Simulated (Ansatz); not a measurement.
Consider the redistribution: `[NH]=[Nb]([F])([F])[F]` + `[NH2][Al]([Br])[Br]` → `[NH]=[Nb]([NH2])([F])[F]` + `[F][Al]([Br])[Br]`.

Gas-phase electronic energies from Ansatz, PBE0-D4/def2-TZVP geometries. CCSD(T)/CBS is the MP2 limit (def2-TZVPP, def2-QZVPP) plus CCSD(T) − MP2 in def2-TZVPP, frozen cores. Elements past krypton have def2 core potentials. For Br, Nb outer-core shells are correlated without core-valence functions, which leaves a few kJ/mol of doubt a bond. Scalar relativity is left out up to krypton. One conformer a species, not always the lowest.

```json
{"species": "`[NH]=[Nb]([F])([F])[F]`", "CCSD(T)/CBS(def2) energy (Eh)": "-411.81200"}
{"species": "`[NH2][Al]([Br])[Br]`", "CCSD(T)/CBS(def2) energy (Eh)": "-5444.74521"}
{"species": "`[NH]=[Nb]([NH2])([F])[F]`", "CCSD(T)/CBS(def2) energy (Eh)": "-367.90069"}
{"species": "`[F][Al]([Br])[Br]`", "CCSD(T)/CBS(def2) energy (Eh)": "-5488.66195"}
```

Question: Work out ΔE.

Answer: ΔE = (-367.90069) + (-5488.66195) − (-411.81200) − (-5444.74521) = -0.00543 Eh = -14.3 kJ/mol.

Largest T1 diagnostic among the species: 0.021, so the coupled-cluster value is less sure than usual.

At CCSD(T), def2-SVP lies +3.6 kJ/mol from the extrapolated value and def2-TZVPP +3.7 kJ/mol. In def2-TZVPP, CCSD(T) changes the Hartree–Fock value by −7.3 kJ/mol (the triples alone add −0.4 kJ/mol) and MP2 by −9.4 kJ/mol. From r2SCAN to r2SCAN0 (25 % exact exchange), in def2-TZVPP and without D4, ΔE moves by −3.0 kJ/mol.
